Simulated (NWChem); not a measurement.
System: BNH3Cl; SMILES NBCl

```xyz
6

B     -0.5789     0.5333     0.0000
H     -1.7746     0.6763     0.0000
Cl     0.0898    -1.1080     0.0000
N      0.2752     1.6253     0.0000
H     -0.0673     2.5768     0.0000
H      1.2840     1.5394     0.0000
```
Atoms are numbered in this order, from 1.

Results from NWChem. The geometry was optimised at PBE0/def2-SVP. Ions are spin-unrestricted doublets at the neutral geometry; other ion states weren't tried.

For level PBE/def2-SVP:

- −ε(HOMO) (eV): 6.77

Estimate the same quantities for level PBE0/def2-SVP.


| Quantity | Result |
|---|---|
| −ε(HOMO) (eV) | 8.21 |
